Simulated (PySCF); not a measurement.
## Building multiplets from coupling constants

Cartesian coordinates in Å; atom numbers follow the order of the lines, from 1:
```xyz
22

C    -2.0157   -1.5862   -0.7337
C    -0.7148   -2.1556   -0.7007
C     0.3695   -1.3191   -0.5602
C     0.1453    0.0692   -0.4533
C     1.3445    0.7970   -0.3102
C     1.2749    2.1673   -0.1980
C    -0.0001    2.7929   -0.2291
C    -1.1739    2.0772   -0.3670
C    -1.1345    0.6626   -0.4850
C    -2.2329   -0.2254   -0.6312
C     2.5024   -0.1724   -0.3092
C     1.8566   -1.5752   -0.4952
H    -2.8750   -2.2529   -0.8451
H    -0.5957   -3.2386   -0.7872
H     2.1740    2.7783   -0.0856
H    -0.0503    3.8814   -0.1399
H    -2.1355    2.5966   -0.3854
H    -3.2506    0.1722   -0.6619
H     3.2188    0.0587   -1.1137
H     3.0680   -0.1085    0.6344
H     2.2118   -2.0661   -1.4157
H     2.1099   -2.2555    0.3336
```

Theory: geometry from PBE0-D3(BJ)/def2-SVP, couplings computed with B3LYP/pcJ-1 (without the spin–dipole term), NMR shieldings at PBE0/pcSseg-1/GIAO, in PySCF 2.14.0 with density-fitted response routines (no relativistic terms, one computed conformer, no solvent, one averaged value for each set of equivalent atoms).

Shifts are taken against calculated references (same method and geometry level): $^{13}$C and $^{1}$H vs TMS.

Spectrometer: 800 MHz for $^{1}$H. First-order analysis; couplings under 1 Hz (under 4 Hz in carbon signals) are ignored, and nearly equal couplings are merged; the smaller ones broaden or split the lines further.

(1) What pattern does C8/C10 show in the proton-coupled $^{13}$C spectrum?

(2) What pattern does C9 show in the proton-coupled $^{13}$C spectrum?

(3) What pattern does H13/H16 show ($^{1}$H)?

Answers

(1) A doublet of doublets of doublets at δ 127.7: 166.3 Hz to H17/H18 (1 × $^{1}$H, 1 bond away), 7.0 Hz to H14/H15 (1 × $^{1}$H, 3 bonds away), 4.7 Hz to H17/H18 (1 × $^{1}$H, 3 bonds away). Lines in Hz from the centre (relative intensity): +89.0 (1), +84.3 (1), +82.0 (1), +77.3 (1), -77.3 (1), -82.0 (1), -84.3 (1), -89.0 (1). The outer lines are 178.0 Hz apart, the sum of the couplings kept, or 0.885 ppm at this field.

(2) A triplet at δ 135.2: 9.2 Hz to H13/H16 (2 × $^{1}$H, 3 bonds away). Lines in Hz from the centre (relative intensity): +9.2 (1), +0.0 (2), -9.2 (1). The outer lines are 18.4 Hz apart, the sum of the couplings kept, or 0.091 ppm at this field.

(3) A doublet of doublets at δ 7.64: 9.2 Hz to H17/H18 (1 × $^{1}$H, 3 bonds away), 7.8 Hz to H14/H15 (1 × $^{1}$H, 3 bonds away). Lines in Hz from the centre (relative intensity): +8.5 (1), +0.7 (1), -0.7 (1), -8.5 (1). The outer lines are 17.0 Hz apart, the sum of the couplings kept, or 0.021 ppm at this field.

Unscaled 3J(H,H) at this level run about 10 % above measured values.
